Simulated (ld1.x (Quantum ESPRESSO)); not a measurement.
Logarithmic derivatives: oxygen (O), ultrasoft

| Property | Result |
| --- | --- |
| Element | O |
| Generator | ld1.x (Quantum ESPRESSO) 7.5 |
| Type | ultrasoft |
| Functional | PBE |
| Relativity | scalar-relativistic |
| Frozen core | [He] |
| Valence charge | 6 |
| Reference configuration | 2s1.75 2p4.25 |
| Partial waves | 2s (bound): rcut 0.80, rcutus 0.95 bohr; 2s channel at -1.35 Ry: rcut 0.80, rcutus 0.95 bohr; 2p (bound): rcut 1.05, rcutus 1.35 bohr; 2p channel at 4.4 Ry: rcut 1.05, rcutus 1.35 bohr |
| Local potential | all-electron potential smoothed inside 0.95 bohr (lloc = -1) |
| Core correction | a·sin(br)/r model core inside 0.45 bohr |
| Augmentation charge | PSQ, inside the norm-conserving radii |

The phase is arctan(r·u′/u) with u = r·R(r), unwrapped; energies in Ry, scanned from -4 to 5 Ry. A pole is an energy at which the radial function vanishes at the test radius. The pseudo phase is shifted by a multiple of π to meet the all-electron one at the reference energy, and phase errors are pseudo minus all-electron; the curves can meet again beyond the range given. Levels narrower than the energy grid can be missing from the lists of poles.

```tsv
channel	radius (bohr)	reference energy (Ry)	poles, all-electron	poles, pseudo	unbroken range about the reference energy with phases within 0.05 rad	phase error 1 Ry above the reference energy (rad)
s	1.50	-1.77	0.13	0.13	the whole range	-0.000
p	1.50	-0.67	0.99	0.99	the whole range	-0.001
```

Phases in the s channel:

```csv
E (Ry),all-electron,pseudo
-4.00,1.011,1.011
-3.52,0.879,0.879
-3.04,0.634,0.634
-2.56,0.139,0.138
-2.08,-0.585,-0.585
-1.60,-1.072,-1.072
-1.12,-1.314,-1.314
-0.64,-1.447,-1.448
-0.16,-1.532,-1.532
0.32,-1.592,-1.593
0.80,-1.639,-1.640
1.28,-1.679,-1.679
1.76,-1.714,-1.715
2.24,-1.748,-1.748
2.72,-1.781,-1.782
3.20,-1.817,-1.818
3.68,-1.855,-1.857
4.16,-1.899,-1.901
4.64,-1.951,-1.954
```
